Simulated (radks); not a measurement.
Values are calculated unless marked as measured or tabulated.
Problem. Hg53+, configuration [Ne] 3s1 3p6 3d9 4s1 (not the ground configuration). Code: a radial shooting solver on a logarithmic mesh with Libxc functionals. Model: Dirac Kohn-Sham, PBEsol, spin-unpolarised, spherical densities, finite nucleus; open shells fill j = l - 1/2 first; Fermi nuclear charge, rms radius 5.4648 fm. Some entries of the table are withheld. Estimate them.

orbital  occ.  eigenvalue (hartree)  r(max) (bohr)
1s1/2       2             -3166.762        0.01023
2s1/2       2                   (1)        0.05928
2p1/2       2             -633.5266        0.04353
2p3/2       4             -561.4384        0.05098
3s1/2       1             -234.4442         0.1645
3p1/2       2             -225.4061         0.1530
3p3/2       4             -208.3352         0.1674
3d3/2       4                   (2)         0.1294
3d5/2       5                   (3)         0.1333
4s1/2       1             -117.4977            (4)

Solution. 
(1) 2s1/2 eigenvalue (hartree): -654.4283
(2) 3d3/2 eigenvalue (hartree): -193.9975
(3) 3d5/2 eigenvalue (hartree): -190.2412
(4) 4s1/2 r(max) (bohr): 0.3418
